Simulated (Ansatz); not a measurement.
## CHClGaSi: which of two structures lies lower

Structure I is a doublet given by its coordinates and structure II is `Cl[Si]1=[CH][Ga]1`, a doublet. Both are isolated molecules in the gas phase, relaxed with PBE0-D3(BJ)/def2-SVP.

I (Å):

```
atom    x (Å)    y (Å)    z (Å)
   C  -2.0664   0.1688  -0.1241
  Cl  -2.6825   3.8077  -0.6256
  Ga  -2.3180   2.0268   0.5054
  Si  -1.9094  -0.0496   1.5935
   H  -2.0788  -0.2146  -1.1491
```

Close contacts (Å): C1–Ga3 1.98, C1–Si4 1.74, Cl2–Ga3 2.14, Ga3–Si4 2.38, C1–H5 1.09.

II (Å):

| atom | x (Å) | y (Å) | z (Å) |
| --- | --- | --- | --- |
| C | -2.2092 | 0.3345 | 0.0139 |
| Cl | -1.5711 | 3.3379 | -1.2074 |
| Ga | -3.1750 | 0.3486 | 1.7147 |
| Si | -2.3749 | 2.0829 | 0.2477 |
| H | -1.7965 | -0.4009 | -0.6875 |

Problem. Estimate E(II) − E(I) at the level CCSD(T)/def2-SVP.

Solution. Calculated at CCSD(T)/def2-SVP: E(II) − E(I) = +10.7 kcal/mol, so structure I lies lower.

Level by level:

| level | geometry | E(II) − E(I) (kcal/mol) | departure from the last row (kcal/mol) | job, with rough time for the two |
| --- | --- | --- | --- | --- |
| PBE0-D3(BJ)/def2-SVP | PBE0-D3(BJ)/def2-SVP | +6.3 | −4.4 | optimisation, 74 s |
| HF/def2-SVP | PBE0-D3(BJ)/def2-SVP | +12.3 | +1.6 | part of the CCSD(T) run |
| MP2/def2-SVP | PBE0-D3(BJ)/def2-SVP | +10.0 | −0.7 | part of the CCSD(T) run |
| CCSD(T)/def2-SVP | PBE0-D3(BJ)/def2-SVP | +10.7 |  | single point, 34 s |

The levels shown agree on the order. The largest departure from CCSD(T)/def2-SVP is that of PBE0-D3(BJ)/def2-SVP, 4.4 kcal/mol. Levels run at GFN2-xTB geometries aren't shown.

With harmonic frequencies from PBE0-D3(BJ)/def2-SVP (ideal gas, rigid rotor, one conformer each, 298.15 K, 1 atm): on the last row, ΔE + ΔZPE = +10.9, ΔH = +10.8, ΔG = +11.1 kcal/mol.

Open shells are spin-unrestricted, with notable spin contamination under HF/def2-SVP, MP2/def2-SVP, CCSD(T)/def2-SVP. The correlated steps freeze 20 core orbitals; the filled d shell of Ga is correlated, in a basis made for valence electrons. Run with Ansatz 0.2.0; the last row on 1 thread of Intel(R) Xeon(R) 6975P-C (Granite Rapids) on a shared host.
